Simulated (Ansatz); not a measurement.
Geometry optimisation, Ansatz, RKS PBE-D4/def2-SVP.

The input (input.yaml):

```yaml
crystal:
  periodic: [false, false, false]
  atoms:
    - { symbol: Ge, position_ang: [0.0, 0.0, 0.0] }
    - { symbol: O, position_ang: [0.0, 0.0, 1.77] }
    - { symbol: H, position_ang: [-0.9095, -0.2814, 2.1071] }
    - { symbol: O, position_ang: [1.6691, 0.0, -0.5894] }
    - { symbol: H, position_ang: [1.9855, -0.9521, -0.7061] }
    - { symbol: C, position_ang: [-0.9232, 1.5994, -0.6527] }
    - { symbol: H, position_ang: [-1.9758, 1.3458, -0.8971] }
    - { symbol: H, position_ang: [-0.9048, 2.384, 0.1322] }
    - { symbol: H, position_ang: [-0.4128, 1.976, -1.5636] }
    - { symbol: H, position_ang: [-0.73, -1.2648, -0.5162] }
basis:
  gaussian: { orbitals: def2-SVP }
hamiltonian:
  xc: pbe
  dispersion: d4
relax:
  f_tol: 0.02
  max_steps: 40
```

Launched with:

```bash
$ ansatz run input.yaml --threads 4 --pin off --max-ram 5120MiB --backend cpu --events-out ev --progress --plain --runs-dir out
```

Where does it end, and by what steps?

It converged. The force dipped under the threshold on the way, but the program's further checks kept it going. After 11 steps the energy has fallen by 0.203 eV; H3 moved furthest, 0.83 Å.

| step | energy less start (eV) | largest force component (eV/Å) | accepted |
| --- | --- | --- | --- |
| 0 | 0.0000 | 1.467 | yes |
| 1 | -0.1116 | 1.047 | yes |
| 2 | -0.1428 | 0.650 | yes |
| 3 | -0.1546 | 0.603 | yes |
| 4 | -0.1793 | 0.222 | yes |
| 5 | -0.1918 | 0.295 | yes |
| 6 | -0.1990 | 0.072 | yes |
| 7 | -0.2022 | 0.035 | yes |
| 8 | -0.2026 | 0.019 | yes |
| 9 | -0.2012 | 0.252 | no |
| 10 | -0.2026 | 0.026 | yes |
| 11 | -0.2027 | 0.010 | yes |

```xyz
10
Properties=species:S:1:pos:R:3
Ge -0.194 -0.002 -0.064
O -0.344 0.083 1.731
H -0.257 -0.797 2.139
O 1.539 0.010 -0.560
H 2.007 -0.788 -0.252
C -0.920 1.662 -0.745
H -2.024 1.611 -0.809
H -0.638 2.477 -0.052
H -0.501 1.874 -1.746
H -0.869 -1.323 -0.558
```

The run took 12 s on 4 threads of Arm Neoverse V2, on a shared host, peak memory 0.14 GiB.
